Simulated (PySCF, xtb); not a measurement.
Another site gives an ion 52898.57 eV lower (`O=[CH][GeH3]`) at the level PBE-D3(BJ)/def2-TZVP // TPSSh-D3(BJ)/def2-TZVP (PySCF).

The numbers are results of GFN2-xTB run with xtb 6.7.1, not measurements.

```
xtb start.xyz --ohess tight --gfn 2 --chrg 0 --uhf 0 --iterations 400

# start.xyz
12

C     -0.845806    -1.070258    -0.159339
N      0.158748    -0.043247     0.036559
C     -0.292141     1.287981     0.386333
C      1.479605    -0.294569    -0.271823
O      1.934545    -1.355971    -0.677769
H     -1.466165    -1.136459     0.739034
H     -0.391450    -2.045870    -0.351328
H     -1.468476    -0.793054    -1.014945
H     -0.884113     1.234134     1.304286
H      0.554338     1.962195     0.543194
H     -0.910559     1.675985    -0.428194
H      2.131474     0.579132    -0.106006
```

Output:

```
[...]
         :: HOMO-LUMO gap              5.138180316451 eV    ::
         ::.................................................::
         :: SCC energy               -17.184913927669 Eh    ::
         :: -> isotropic ES            0.034692651441 Eh    ::
         :: -> anisotropic ES          0.003051489323 Eh    ::
         :: -> anisotropic XC          0.005942103249 Eh    ::
         :: -> dispersion             -0.005896757936 Eh    ::
         :: repulsion energy           0.201447437061 Eh    ::
         :: add. restraining           0.000000000000 Eh    ::
         :: total charge              -0.000000000000 e     ::
         :::::::::::::::::::::::::::::::::::::::::::::::::::::

           -------------------------------------------------
          |                Numerical Hessian                |
           -------------------------------------------------
step length          :   0.00500
SCC accuracy         :   0.30000
Hessian scale factor :   1.00000
frozen atoms in %    :   0.00000    0
RMS gradient         :   0.00025
estimated CPU  time      0.00 min
estimated wall time      0.00 min

writing file <hessian>.

 projected vibrational frequencies (cm⁻¹)
eigval :       -0.00    -0.00    -0.00    -0.00     0.00     0.00
eigval :      128.85   158.49   221.72   297.30   316.30   382.75
eigval :      647.75   881.14   917.39  1048.25  1089.39  1093.59
eigval :     1129.10  1256.47  1382.15  1393.20  1404.36  1432.93
eigval :     1459.04  1467.47  1479.11  1498.12  1759.12  2765.68
eigval :     2946.10  2962.77  2968.91  2981.44  3030.37  3037.94
           -------------------------------------------------
          |                Property Printout                |
           -------------------------------------------------

    * Orbital Energies and Occupations

         #    Occupation            Energy/Eh            Energy/eV
      -------------------------------------------------------------
         1        2.0000           -0.6946921             -18.9035
       ...           ...                  ...                  ...
         3        2.0000           -0.6425187             -17.4838
         4        2.0000           -0.6347487             -17.2724
         5        2.0000           -0.5777239             -15.7207
         6        2.0000           -0.5641093             -15.3502
         7        2.0000           -0.5576482             -15.1744
         8        2.0000           -0.5412790             -14.7290
         9        2.0000           -0.5058310             -13.7644
        10        2.0000           -0.5009002             -13.6302
        11        2.0000           -0.4958231             -13.4920
        12        2.0000           -0.4911605             -13.3652
        13        2.0000           -0.4772840             -12.9876
        14        2.0000           -0.3961610             -10.7801
        15        2.0000           -0.3957654             -10.7693 (HOMO)
        16                         -0.2069408              -5.6311 (LUMO)
        17                          0.0021347               0.0581
        18                          0.0759857               2.0677
        19                          0.1154558               3.1417
        20                          0.1510987               4.1116
        21                          0.1573208               4.2809
        22                          0.1840195               5.0074
        23                          0.1996366               5.4324
        24                          0.2117811               5.7629
        25                          0.2381803               6.4812
        26                          0.3924317              10.6786
        27                          0.6365859              17.3224
      -------------------------------------------------------------
                  HL-Gap            0.1888246 Eh            5.1382 eV
             Fermi-level           -0.3013531 Eh           -8.2002 eV

     #   Z          covCN         q      C6AA      α(0)
     1   6 C        3.703    -0.051    21.645     6.652
     2   7 N        2.728    -0.079    22.768     7.087
     3   6 C        3.698    -0.051    21.659     6.656
     4   6 C        2.710     0.243    22.936     7.839
     5   8 O        0.857    -0.419    22.068     6.298
     6   1 H        0.924     0.050     2.322     2.383
     7   1 H        0.925     0.089     1.888     2.149
     8   1 H        0.924     0.050     2.321     2.382
     9   1 H        0.924     0.055     2.254     2.348
    10   1 H        0.925     0.059     2.216     2.328
    11   1 H        0.924     0.055     2.256     2.349
    12   1 H        0.922    -0.001     3.079     2.744

 Mol. C6AA /au·bohr⁶  :       1166.075380
 Mol. C8AA /au·bohr⁸  :      24351.122368
 Mol. α(0) /au        :         51.214846

Wiberg/Mayer (AO) data.
largest (>0.10) Wiberg bond orders for each atom

 ---------------------------------------------------------------------------
     #   Z sym  total        # sym  WBO       # sym  WBO       # sym  WBO
 ---------------------------------------------------------------------------
     1   6 C    3.965 --     2 N    0.996     8 H    0.977     6 H    0.977
                             7 H    0.974
     2   7 N    3.516 --     4 C    1.276     3 C    1.008     1 C    0.996
                             5 O    0.216
     3   6 C    3.973 --     2 N    1.008    10 H    0.979     9 H    0.975
                            11 H    0.975
     4   6 C    3.957 --     5 O    1.709     2 N    1.276    12 H    0.919
     5   8 O    2.023 --     4 C    1.709     2 N    0.216
     6   1 H    0.998 --     1 C    0.977
     7   1 H    0.992 --     1 C    0.974
     8   1 H    0.998 --     1 C    0.977
     9   1 H    0.997 --     3 C    0.975
    10   1 H    0.997 --     3 C    0.979
    11   1 H    0.997 --     3 C    0.975
    12   1 H    1.000 --     4 C    0.919
 ---------------------------------------------------------------------------

Topologies differ in total number of bonds
Writing topology from bond orders to xtbtopo.mol

molecular dipole:
                 x           y           z       tot (Debye)
 q only:       -1.212       0.946       0.370
   full:       -1.275       1.204       0.443       4.597
molecular quadrupole (traceless):
                xx          xy          yy          xz          yz          zz
 q only:       -2.618       5.826       1.019       1.985      -0.863       1.600
  q+dip:       -2.381       7.404      -0.251       2.502      -1.691       2.632
   full:       -2.706       7.393      -0.162       2.559      -1.731       2.868

           -------------------------------------------------
          |                Geometry Summary                 |
           -------------------------------------------------

      molecular mass/u    :       73.0939011
   center of mass at/Å    :        0.4688562      -0.3029747      -0.1267958
  moments of inertia/u·Å² :        0.5514088E+02   0.1192711E+03   0.1680524E+03
rotational constants/cm⁻¹ :        0.3057193E+00   0.1413388E+00   0.1003118E+00

 * 10 selected distances

     #   Z          #   Z                                           value/Å
     1   6 C        2   7 N                                       1.4432317 (max)
     2   7 N        3   6 C                                       1.4375608
     2   7 N        4   6 C                                       1.3428687
     4   6 C        5   8 O                                       1.2079648
     1   6 C        6   1 H                                       1.0923684
     1   6 C        7   1 H                                       1.0884054
     1   6 C        8   1 H                                       1.0922949
     3   6 C        9   1 H                                       1.0936666
     3   6 C       10   1 H                                       1.0883485 (min)
     3   6 C       11   1 H                                       1.0937476

 * 3 distinct bonds (by element types)

   Z      Z             #   av. dist./Å        max./Å        min./Å
   1 H    6 C           6     1.0914719     1.0937476     1.0883485
   6 C    7 N           3     1.4078871     1.4432317     1.3428687
   6 C    8 O           1     1.2079648     1.2079648     1.2079648

           -------------------------------------------------
          |               Frequency Printout                |
           -------------------------------------------------
 projected vibrational frequencies (cm⁻¹)
eigval :       -0.00    -0.00    -0.00    -0.00     0.00     0.00
eigval :      128.85   158.49   221.72   297.30   316.30   382.75
eigval :      647.75   881.14   917.39  1048.25  1089.39  1093.59
eigval :     1129.10  1256.47  1382.15  1393.20  1404.36  1432.93
eigval :     1459.04  1467.47  1479.11  1498.12  1759.12  2765.68
eigval :     2946.10  2962.77  2968.91  2981.44  3030.37  3037.94
 reduced masses (amu)
   1: 10.07   2: 12.65   3: 12.11   4: 11.66   5: 11.23   6: 10.42   7:  5.05   8:  1.57
   9:  7.35  10: 11.41  11:  9.18  12:  8.49  13: 12.16  14: 10.11  15:  5.22  16:  3.83
  17:  5.42  18:  3.08  19:  4.20  20: 11.61  21:  5.18  22:  2.54  23:  6.36  24:  5.52
  25:  1.56  26:  1.54  27:  1.87  28:  2.76  29: 13.25  30:  1.67  31:  1.94  32:  1.95
  33:  1.48  34:  1.42  35:  1.70  36:  1.72
 IR intensities (km·mol⁻¹)
   1:  0.34   2:  1.91   3:  1.16   4:  4.51   5:  3.77   6:  1.10   7:  0.03   8:  0.16
   9:  0.26  10: 12.16  11: 25.89  12:  1.44  13:  7.32  14:  8.95  15:  8.13  16:  0.80
  17: 75.96  18:  0.00  19:  1.28  20: 27.33  21:  5.86  22:  6.35  23: 23.23  24: 22.85
  25:  1.59  26: 19.48  27:  6.57  28: 16.83  29:684.66  30:154.47  31: 30.90  32: 31.06
  33: 28.40  34: 47.83  35: 20.17  36:  5.68
 Raman intensities (Ä⁴*amu⁻¹)
   1:  0.00   2:  0.00   3:  0.00   4:  0.00   5:  0.00   6:  0.00   7:  0.00   8:  0.00
   9:  0.00  10:  0.00  11:  0.00  12:  0.00  13:  0.00  14:  0.00  15:  0.00  16:  0.00
  17:  0.00  18:  0.00  19:  0.00  20:  0.00  21:  0.00  22:  0.00  23:  0.00  24:  0.00
  25:  0.00  26:  0.00  27:  0.00  28:  0.00  29:  0.00  30:  0.00  31:  0.00  32:  0.00
  33:  0.00  34:  0.00  35:  0.00  36:  0.00
 output can be read by thermo (or use thermo option).
 writing <g98.out> molden fake output.
 recommended (thermochemical) frequency scaling factor: 1.0
Molecule has the following symmetry elements: (sigma)
It seems to be the Cs point group
           -------------------------------------------------
          |             Thermodynamic Functions             |
           -------------------------------------------------

cs  symmetry found (for desy threshold:  0.10E+00) used in thermo

          ...................................................
          :                      SETUP                      :
          :.................................................:
          :  # frequencies                          30      :
          :  # imaginary freq.                       0      :
          :  linear?                             false      :
          :  only rotor calc.                    false      :
          :  symmetry                               cs      :
          :  rotational number                       1      :
          :  scaling factor                  1.0000000      :
          :  rotor cutoff                   50.0000000 cm⁻¹ :
          :  imag. cutoff                  -20.0000000 cm⁻¹ :
          :.................................................:

    mode    ω/cm⁻¹     T·S(HO)/kcal·mol⁻¹    T·S(FR)/kcal·mol⁻¹   T·S(vib)
   ------------------------------------------------------------------------
       1    128.85    -0.88347 ( 97.78%)    -0.77579 (  2.22%)    -0.88109
       2    158.49    -0.76557 ( 99.02%)    -0.71451 (  0.98%)    -0.76507
       3    221.72    -0.57989 ( 99.74%)    -0.61513 (  0.26%)    -0.57998
       4    297.30    -0.42696 ( 99.92%)    -0.52828 (  0.08%)    -0.42704
   ------------------------------------------------------------------------

   temp. (K)  partition function   enthalpy   heat capacity  entropy
                                   cal/mol     cal/K/mol   cal/K/mol   J/K/mol
 298.15  VIB   13.6                 2134.788     14.463     12.334
         ROT  0.803E+05              888.752      2.981     25.424
         INT  0.109E+07             3023.540     17.444     37.758
         TR   0.605E+27             1481.254      4.968     38.766
         TOT                        4504.7942    22.4119    76.5242   320.1771

       T/K    H(0)-H(T)+PV         H(T)/Eh          T*S/Eh         G(T)/Eh
   ------------------------------------------------------------------------
    298.15    0.717885E-02    0.106364E+00    0.363591E-01    0.700049E-01
   ------------------------------------------------------------------------

         :::::::::::::::::::::::::::::::::::::::::::::::::::::
         ::                  THERMODYNAMIC                  ::
         :::::::::::::::::::::::::::::::::::::::::::::::::::::
         :: total free energy         -16.913461626792 Eh   ::
         ::.................................................::
         :: total energy              -16.983466490609 Eh   ::
         :: zero point energy           0.099185119780 Eh   ::
         :: G(RRHO) w/o ZPVE           -0.029180255964 Eh   ::
         :: G(RRHO) contrib.            0.070004863816 Eh   ::
         :::::::::::::::::::::::::::::::::::::::::::::::::::::

optimized geometry written to: xtbopt.xyz

           -------------------------------------------------
          | TOTAL ENERGY              -16.983466490609 Eh   |
          | TOTAL ENTHALPY            -16.877102524382 Eh   |
          | TOTAL FREE ENERGY         -16.913461626792 Eh   |
          | GRADIENT NORM               0.000246256763 Eh/α |
          | HOMO-LUMO GAP               5.138179263667 eV   |
           -------------------------------------------------

------------------------------------------------------------------------
```

Cost: roughly 0.3 core-seconds.
